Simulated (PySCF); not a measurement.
Orbital picture of ZnSi⁻

UHF at R = 2.476 Å; basis Zn def2-SVPD, Si def2-SVPD; no relativity; PySCF 2.14. State: ⁴Σ⁻ (quartet), unpaired electrons σ ↑, π ↑↑. Only the outer orbitals are listed, counted within each symmetry.

```tsv
spin	orbital	occ.	ε (eV)	on Zn (%)	main shells (%)
α	10σ	1	-11.95	9	90 Si s
α	11σ	1	-4.45	53	50 Zn s, 41 Si p
α	5π	1	-2.48	10	90 Si p, 10 Zn p
α	5π	1	-2.48	10	90 Si p, 10 Zn p
α	12σ	1	-1.33	62	43 Zn p, 29 Si p, 19 Zn s
α	6π	0	5.70	93	93 Zn p, 8 Si p
α	6π	0	5.70	93	93 Zn p, 8 Si p
α	13σ	0	6.55	31	69 Si s, 31 Zn p
β	10σ	1	-7.24	21	79 Si s, 18 Zn s
β	11σ	1	-2.25	72	74 Zn s, 16 Si s, 12 Si p
β	5π	0	5.33	94	94 Zn p, 9 Si p
β	5π	0	5.33	94	94 Zn p, 9 Si p
β	12σ	0	5.40	51	57 Zn p, 31 Si s, 17 Si p
```

Problem. Which are the highest filled and the lowest empty level, where do they sit, and how wide is the gap?

Solution. Highest filled α 12σ at -1.33 eV (in %: 43 Zn p, 29 Si p, 19 Zn s); lowest empty β 5π at 5.33 eV (in %: 94 Zn p, 9 Si p); the gap at UHF is 6.66 eV. An empty level above zero is unbound, and its energy depends on the basis.

* bond order (Mayer): 0.89
* ⟨S²⟩: 3.785
* charge on Zn (Mulliken, basis-dependent): -0.29
* charge on Zn (Löwdin, basis-dependent): -0.29
* dipole moment (positive dipole points towards Si; it is taken about the centre of mass and depends on that origin): -2.34 D
* polarisability along the bond: 220.1 bohr³
* polarisability across the bond: 101.9 bohr³

The state is the lowest determinant that a PBE0 search found; another state may lie lower at other levels.
